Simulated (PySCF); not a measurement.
A small calculation by hand: chemical shift, span and skew from a shielding tensor

C₂H₆B, SMILES C[B]C (connectivity only; charge and spin as stated), charge +1, multiplicity 1. Atoms are numbered in the order given.

```xyz
9

C      0.0000     0.0000     1.4795
B      0.0000     0.0000     0.0000
C      0.0000     0.0000    -1.4795
H     -0.8929    -0.5155     1.8583
H      0.8929    -0.5155     1.8583
H      0.0000     1.0311     1.8583
H     -0.8929     0.5155    -1.8583
H      0.0000    -1.0311    -1.8583
H      0.8929     0.5155    -1.8583
```
Charge +1, spin multiplicity 1.

Geometry: ωB97X-D3(BJ)/def2-TZVP. The spin state was assumed, not searched. The isomer is the one that the SMILES or the coordinates give; other isomers of the formula were not compared.

GIAO shieldings from PBE/pcSseg-1 in PySCF, non-relativistic, no solvent. The symmetric part of the tensor of C1 has the principal values 153.2, 153.2, 212.4 ppm. The same nucleus in TMS has σ = 182.0 ppm at this level (PySCF, at its B3LYP-D3(BJ)/def2-TZVP geometry).

### Question
Work out the isotropic shielding, the ¹³C shift against TMS, the span and the skew.

### Answer

σ(iso) = (σ11 + σ22 + σ33)/3 = 172.9 ppm. δ = σ(ref) − σ(iso) = 182.0 − (172.9) = 9.1 ppm.
Span Ω = σ33 − σ11 = 59.2 ppm. Skew κ = 3(σ(iso) − σ22)/Ω = 1.00, an axial tensor. Tumbling in solution averages the tensor to δ; in a static solid the shielding alone would spread this spin-1/2 line over Ω.
